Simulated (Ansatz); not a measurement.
Relaxation of AlFH₂OS (6 atoms, charge 0, multiplicity 1), to a largest force component of 0.02 eV/Å in at most 50 steps.

Method: Ansatz 0.2.0, RKS PBE0/def2-SVP.

```xyz
6
Properties=species:S:1:pos:R:3
O 1.139 -0.474 -1.359
Al 0.046 -0.568 0.134
F 0.626 -1.459 1.559
S -1.923 0.419 0.184
H 1.620 0.390 -1.250
H -1.226 0.007 -0.517
```

Q: Where does it end, and by what steps?

A: The run converged. After 13 steps the energy has fallen by 4.079 eV; H6 moved furthest, 0.88 Å. The start is strongly strained (largest force component 13 eV/Å), so its close contacts needn't be bonds. Parted: Al2–H6.

| step | energy less start (eV) | largest force component (eV/Å) | accepted |
| --- | --- | --- | --- |
| 0 | 0.0000 | 13.231 | yes |
| 1 | -2.4676 | 5.710 | yes |
| 2 | -3.4470 | 1.269 | yes |
| 3 | -3.7678 | 0.734 | yes |
| 4 | -3.9126 | 0.764 | yes |
| 5 | -3.9914 | 0.820 | yes |
| 6 | -4.0243 | 0.393 | yes |
| 7 | -4.0051 | 1.201 | no |
| 8 | -4.0346 | 0.220 | yes |
| 9 | -4.0507 | 0.228 | yes |
| 10 | -4.0577 | 0.110 | yes |
| 11 | -4.0763 | 0.078 | yes |
| 12 | -4.0783 | 0.057 | yes |
| 13 | -4.0788 | 0.016 | yes |

```xyz
6
Properties=species:S:1:pos:R:3
O 1.439 -0.325 -0.823
Al 0.246 -0.632 0.327
F 0.685 -1.499 1.669
S -1.826 0.006 0.212
H 1.397 0.156 -1.648
H -1.659 0.610 -0.985
```

Whether the end is a true minimum wasn't checked by a vibrational analysis.

The run took 28 s on 1 thread of Intel(R) Xeon(R) 6975P-C (Granite Rapids), on a shared host, peak memory 0.17 GiB.
